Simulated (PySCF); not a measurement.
Compound: C₅H₉NSi.
Z-matrix (Å and degrees, PBE0-D3(BJ)/def2-SVP geometry), rows numbered from 1:
```
C 
C   1  1.4905
C   2  1.3503  1  125.52
C   3  1.4825  2  117.26  1  -179.78
C   4  1.3491  3  117.58  2     0.50
Si  5  1.8702  4  106.60  3    -2.02
N   6  1.7288  2  119.71  1    58.92
H   1  1.1038  2  111.18  3   123.88
H   1  1.1018  2  112.25  3     2.76
H   1  1.1036  2  111.26  3  -118.21
H   3  1.0976  2  123.11  1     0.18
H   4  1.0966  3  119.11  2  -179.42
H   5  1.0918  4  122.56  3  -179.65
H   6  1.4971  2  109.73  1   -63.63
H   7  1.0131  6  120.04  2   -85.70
H   7  1.0137  6  119.98  2    58.85
```

Linear response at wB97X-D/def2-SVPD (PySCF, frozen core in the response, non-relativistic).

Static isotropic polarisability: 90.40 au (13.40 Å³), principal values 68.1, 100.3, 102.8 au.

Task: What is the polarisability at 1064 nm and at the sodium D line?

Result: 91.44 au at 1064 nm (+1.2 %), 94.09 au at 589.3 nm (+4.1 %). The rise at 589.3 nm is 3.53 times that at 1064 nm; a pure ω² law gives 3.26. The lowest singlet lies at 300 nm, shorter than both wavelengths.

Task: What is the isotropic C6 coefficient between two such molecules, C6 = (3/π)∫α(iω)² dω?

Result: 3084 au (Eh·bohr⁶) by a ten-point quadrature over imaginary frequencies, which is 1840 eV·Å⁶ or 178 J·nm⁶/mol.

Task: Which effective excitation energy ω̄ makes London's formula C6 = (3/4)α²ω̄ exact here?

Result: ω̄ = 4·C6/(3α²) = 0.503 Eh = 13.7 eV. A one-pole form α(ω) = α/(1 − ω²/ω̄²) fitted to the 1064 nm value gives 10.9 eV. London's choice of the ionisation energy (8.19 eV, ΔSCF at the same level) gives C6 = 1850 au, 40 % too low.

Task: What molar refraction at the D line follows from R = (4π/3)·N_A·α′, with α′ the polarisability volume?

Result: α′ = 13.94 Å³ gives R = 35.17 cm³/mol, for isolated, non-vibrating species.

Task: What does −C6/R⁶ come to at R = 10 Å between centres?

Result: -180 J/mol. This is the leading, orientation-averaged term; C8 and higher terms are left out.

Task: How anisotropic is the static polarisability, by Δα² = ½[(α1 − α2)² + (α2 − α3)² + (α3 − α1)²]?

Result: Δα = 33.6 au, or 0.37 of the isotropic value.

Task: What three-body coefficient follows from the one-pole estimate C9 = (3/4)·α·C6?

Result: 209000 au. This is an estimate from the two numbers above, not a computed integral.

Hardware: one thread, Arm Neoverse N1 (aarch64), on a shared host. Cost: 4.3 min wall, 0.94 GiB resident at most. This is the whole response run at wB97X-D/def2-SVPD, SCF included.

One conformer stands for the species.

The pairwise dispersion term of wB97X-D wasn't added to the energies; at a given geometry it leaves orbitals and properties as they are.
